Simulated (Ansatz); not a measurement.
Ansatz (a first-principles code) input:

Ansatz 0.2 input:
```yaml
crystal:
  periodic: [false, false, false]
  atoms:
    - {symbol: Pb, position_ang: [-0.00000000, -0.00000000, -1.11148383]}
    - {symbol: I, position_ang: [0.00000000, 0.00000000, 1.71965423]}
basis:
  gaussian:
    orbitals: def2-TZVPD
hamiltonian:
  xc: {name: CAM-B3LYP}
total_charge: -1
magnetization: {spin_polarized: true, initial_magnetization: 2}
```

### Question
Which total energy does the run end on?

### Answer
-490.65345 Eh (CAM-B3LYP/def2-TZVPD). The basis has 115 functions.

This state (charge -1, triplet) is run at the relaxed geometry of the species with charge 0 and multiplicity 2.
